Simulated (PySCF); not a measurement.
C₄H₅BO, SMILES C#CB1COC1. The structure is a stationary point at PBE-D3(BJ)/def2-SVP. The structure was generated by enumeration, and PubChem lists no compound with its InChIKey, so it may never have been made.

Computed equilibrium geometry at PBE-D3(BJ)/def2-SVP (PySCF confirms it by a frequency run) as bond lengths and angles, and its point group:
point group C2v.
Atoms: C1 C2 B3 C4 O5 C6 H7 H8 H9 H10 H11. Bonded distances (Å): C1–C2 1.233, C1–H7 1.082, C2–B3 1.505, B3–C4 1.584, B3–C6 1.584, C4–O5 1.450, C4–H8 1.117, C4–H9 1.117, O5–C6 1.450, C6–H10 1.117, C6–H11 1.117. Bond angles (°): C2–C1–H7 180.0, C1–C2–B3 180.0, C2–B3–C4 137.9, C2–B3–C6 137.9, C4–B3–C6 84.2, B3–C4–O5 90.8, B3–C4–H8 116.7, B3–C4–H9 116.7, O5–C4–H8 112.7, O5–C4–H9 112.7, H8–C4–H9 106.8, C4–O5–C6 94.2, B3–C6–O5 90.8, B3–C6–H10 116.7, B3–C6–H11 116.7, O5–C6–H10 112.7, O5–C6–H11 112.7, H10–C6–H11 106.8.
Charge 0, spin multiplicity 1.
